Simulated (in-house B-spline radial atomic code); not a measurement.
Results of a calculation; reference values are marked as such.
## Co in an electron gas of r_s = 2.07: phase shifts, screening, friction and resistivity

A nucleus sits in a uniform electron gas with a rigid positive background. The Kohn-Sham equations are solved self-consistently in the spin-unpolarised LDA (PW92), non-relativistic, on B-splines with outgoing waves at the boundary and partial waves to l = 8. The model has no lattice, no bands and no magnetic solution. Atomic units; δ_l are the phase shifts at the Fermi level, counted so that each bound state adds π, and good to about 0.0005.

The density parameter is r_s = 2.07 bohr, near that of the valence electrons of Al (3 per atom, density 2.7 g/cm³, mass 26.98 u, which gives r_s = 2.07).

```tsv
l	δ_l (rad)
0	9.1632
1	6.4324
2	2.7503
3	0.0202
4	0.0047
5	0.0006
6	0.0001
7	-0.0002
8	-0.0002
```

Bound levels below the band bottom (hartree): s -274.9, s -31.61, p -27.39, s -2.942, p -1.687.

Check the Friedel sum rule, and say where the screening charge sits.

k_F = (9π/4)^(1/3)/r_s = 0.92713. The rule is Z = (2/π) Σ (2l + 1) δ_l. The terms are s 5.833, p 12.285, d 8.754, f 0.090 and 0.028 beyond, in all 26.991 against Z = 27. Bound states hold 6 s, 12 p, 0 d electrons, so the scattering states carry 8.99 in all; where a term is smaller than its bound count, the bound level has drawn weight out of the band.

Find the transport cross section and the electronic stopping of a 10 keV Co ion (mass 58.93 u).

σ_tr = (4π/k_F²) Σ (l + 1) sin²(δ_l − δ_(l+1)). The terms for l = 0 to 3 are 0.1595, 0.5296, 0.4799, 0.0010, all together 1.1700, so σ_tr = 14.619 × 1.1700 = 17.105 bohr². With n = 3/(4π r_s³) = 0.02692, the friction coefficient is Q = n k_F σ_tr = 0.4268. For v well below v_F = 0.927, dE/dx = Q v; with 24801 eV per u at v = 1, v = √(10000/(24801 × 58.93)) = 0.0827, so dE/dx = 0.03531 hartree/bohr = 18.2 eV/nm. The largest term couples the p and d waves.

What residual resistivity would 1 atomic per cent of such centres give in Al?

Δρ = k_F n_i σ_tr/n in atomic units of 21.74 μΩ·cm. With one host atom per 3 electrons, n_i/n = 0.01/3, so Δρ = 0.9271 × 0.00333 × 17.105 × 21.74 = 1.15 μΩ·cm. This is an atom added to the gas, as on an interstitial site.

On a substitutional site the background of one host ion, a sphere holding 3 charges, is taken out. The phase shifts for l = 0 to 4 become 8.6686, 5.9323, 2.3590, -0.0572, -0.0138. What follows?

The Friedel sum is now 23.99, for Z − 3 = 24. The sum in σ_tr is 1.8342, so σ_tr = 26.81 bohr² and Δρ = 1.80 μΩ·cm per atomic per cent, 1.57 times the value above. A real host ion scatters too, so this model doesn't give zero even for the host's own atom.
